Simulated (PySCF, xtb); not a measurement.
Ta(S)(F)2(OH) (F2HOSTa), SMILES [OH][Ta](=[S])([F])[F], multiplicity 1.

GFN2-xTB in xtb at its own geometry gives an orbital gap of 2.26 eV and a dipole moment of 6.70 D.

The structure is a stationary point at B3LYP-D3(BJ)/def2-SVP. The multiplicity is an assumed one; no other spin state was optimised. The structure was generated by enumeration; whether it is a known compound was not checked. The def2 effective core potentials stand for the cores of Ta; spin–orbit coupling is left out. The values are those of a single conformer.

**Question.** What does PBE/def2-TZVP (PySCF) give? (An estimate is asked for; the answer gives what the named calculation found.)

**Answer.** gap 4.08 eV (levels -6.78 and -2.69 eV), dipole 2.73 D.
